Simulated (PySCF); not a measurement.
1-fluorocyclopropane-1-carbaldehyde (C₄H₅FO), SMILES C1C(C=O)(F)C1. Heavy atoms are numbered as in [O:1]=[CH:2][C:3]1([F:4])[CH2:5][CH2:6]1. Hydrogens are named by the atom that carries them.

Geometry optimised at B3LYP-D3(BJ)/def2-SVP. One conformer was computed; it need not be the lowest.

Level of theory: PySCF with PBE/def2-TZVP.

ESP charges are fitted to the potential on shells at 1.4 to 2.0 van der Waals radii. Atomic charges (e), one atom of each kind:

| atom | ESP fit | Löwdin | meta-Löwdin |
|---|---|---|---|
| O1 | -0.38 | 0.14 | -0.37 |
| C2 (CH) | ___ | -0.28 | 0.24 |
| C3 | 0.22 | -0.37 | 0.24 |
| F4 | ___ | 0.17 | -0.28 |
| C5 (CH2) | -0.33 | -0.18 | -0.24 |
| H on C2 | ___ | 0.12 | 0.08 |
| H on C5 | 0.18 | 0.15 | 0.14 |

Q: What belongs in the gaps? (Estimate from the structure and the level; the computed values follow.)

A: 
- C2 (CH), ESP fit: 0.28
- F4, ESP fit: -0.21
- H on C2, ESP fit: 0.04

Computed Mayer and Wiberg (Löwdin basis) orders of the bonds:
| bond | Mayer | Wiberg |
|---|---|---|
| O1–C2 | 2.11 | 2.74 |
| C2–C3 | 0.96 | 1.21 |
| C3–F4 | 1.11 | 1.65 |
| C3–C5 | 0.89 | 1.17 |
| C3–C6 | 0.89 | 1.17 |
| C5–C6 | 1.01 | 1.29 |
